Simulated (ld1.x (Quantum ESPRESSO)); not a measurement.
## cobalt (Co): variants of one TM potential

Base potential:

cobalt (Co), norm-conserving Troullier–Martins (Kleinman–Bylander form), made with ld1.x (Quantum ESPRESSO) 7.5 (PBE, scalar-relativistic). Core [Ar], reference 3d7 4s0 4p0 (charge +2). Waves: 4s (bound, empty): rc 1.65 bohr; 4p (bound, empty): rc 1.95 bohr; 3d (bound): rc 1.05 bohr. Local part: the d channel. Core correction: a·sin(br)/r model core inside 0.60 bohr.

All-electron outer shells of the reference configuration (PBE, scalar-relativistic, ld1.x):

| shell | level (eV) | outermost node (bohr) | outermost maximum (bohr) |
| --- | --- | --- | --- |
| 3p | -84.73 | 0.28 | 0.68 |
| 3d | -27.06 | – | 0.66 |
| 4s | -20.94 | 0.95 | 2.10 |
| 4p | -14.67 | 1.03 | 2.50 |

Cutoffs, loose and tight: the cutoffs (Ry, on a coarse ladder) from which the occupation-weighted sum of valence levels, in a spherical-Bessel basis at the reference potential, stays within 10 and 1 mRy of its value at 400 Ry. They do not see the model core or the augmentation charge, which bear on the density cutoff. Test errors are all-electron minus pseudo excitation energies from the reference, over the configurations 3d7 4s2 4p0; 3d7 4s1 4p0; 3d6 4s0 4p0; 3d7 4s1 4p1; 3d7 4s0 4p1; 3d7 4s1.5 4p0; 3d6 4s2 4p1. A dash means not determined; rows that change the core or the reference have their own tests.

A true bound ghost makes a file unfit for plane-wave use even where its test errors are small: the radial tests pick states by their node count and pass the ghost by.

```csv
change,outcome,"cutoff, loose","cutoff, tight",bound ghosts,largest test error (meV)
base,generated,180 Ry,300 Ry,"s, p",-410
"all radii but the core radius scaled by about 0.78 (s 1.30, p 1.52, d 0.82 bohr)",generated,260 Ry,300 Ry,"s, p",-260
"all radii but the core radius scaled by about 0.86 (s 1.42, p 1.68, d 0.90 bohr)",generated,230 Ry,over 300 Ry,"s, p",-264
"all radii but the core radius scaled by about 1.20 (s 1.98, p 2.36, d 1.26 bohr)",generated,140 Ry,230 Ry,"s, p",-491
"all radii but the core radius scaled by about 1.30 (s 2.14, p 2.54, d 1.36 bohr)",generated,140 Ry,230 Ry,"s, p",-478
```

(1) What comes out with this change to the base: all radii but the core radius scaled by about 1.10 (s 1.80, p 2.14, d 1.16 bohr)?

(2) What comes out with this change to the base: all radii but the core radius scaled by about 0.93 (s 1.54, p 1.82, d 0.98 bohr)?

(3) What comes out with this change to the base: all radii but the core radius scaled by about 1.37 (s 2.26, p 2.68, d 1.44 bohr)?

## Answers

(1) outcome: generated; cutoff, loose: 160 Ry; cutoff, tight: 260 Ry; bound ghosts: s, p; largest test error (meV): -464.

(2) outcome: generated; cutoff, loose: 200 Ry; cutoff, tight: 300 Ry; bound ghosts: s, p; largest test error (meV): -326.

(3) outcome: generated; cutoff, loose: 120 Ry; cutoff, tight: 200 Ry; bound ghosts: s, p; largest test error (meV): -455.

Reading the sweep of the scale of all radii but the core radius (base = 1) (base included, trends over the rows without a ghost): Bound ghosts are found at 0.78, 0.86, 0.93, 1, 1.1, 1.2, 1.3, 1.37. Every judged row has one, so this setting neither creates nor removes them.
